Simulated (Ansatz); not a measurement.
Ansatz (an electronic-structure program) input (BHLYP/def2-TZVPD):

Ansatz 0.2 input:
```yaml
crystal:
  periodic: [false, false, false]
  atoms:
    - {symbol: B, position_ang: [-0.94737187, 0.04646185, 0.00409826]}
    - {symbol: F, position_ang: [-1.66651513, -1.05227859, 0.00551629]}
    - {symbol: F, position_ang: [-1.55553930, 1.21029743, 0.00842209]}
    - {symbol: Br, position_ang: [0.96386712, -0.04727082, -0.00416962]}
basis:
  gaussian:
    orbitals: def2-TZVPD
hamiltonian:
  xc: {name: BHLYP}
magnetization: {spin_polarized: true, initial_magnetization: 2}
```

End of the output:

```
integrals: 0.09 GiB planned
1141 factors; their error is unknown
mean field: 1.18 GiB planned
mean field evaluation 1: about -76149.3928 eV, gradient 3.2e1 eV
mean field evaluation 2: about -76141.3864 eV, gradient 5.5e1 eV
mean field evaluation 4: about -76153.0183 eV, gradient 1.4e0 eV
mean field evaluation 8: about -76153.0459 eV, gradient 1.1e-1 eV
mean field evaluation 16: about -76153.7213 eV, gradient 1.4e-4 eV
mean field evaluation 32: about -76153.7352 eV, gradient 7.6e-2 eV
mean field evaluation 64: about -76153.7160 eV, gradient 1.6e0 eV
mean field -76153.73532155 eV, -2798.5981542113 hartree, gradient 8.5e-6 eV, S^2 2.007645; 7 other end points of the search recorded, 0 dependent functions left out
reference -76153.73549240 eV, -2798.5981604898 hartree; 30, 28 occupied and 144, 146 virtual orbitals, 1141 factors
Total energy: -76153.73549240 eV, -2798.5981604898 hartree
```

This state (charge 0, triplet) is run at the relaxed geometry of the species with charge 0 and multiplicity 1, and is a spin state other than that species' own.
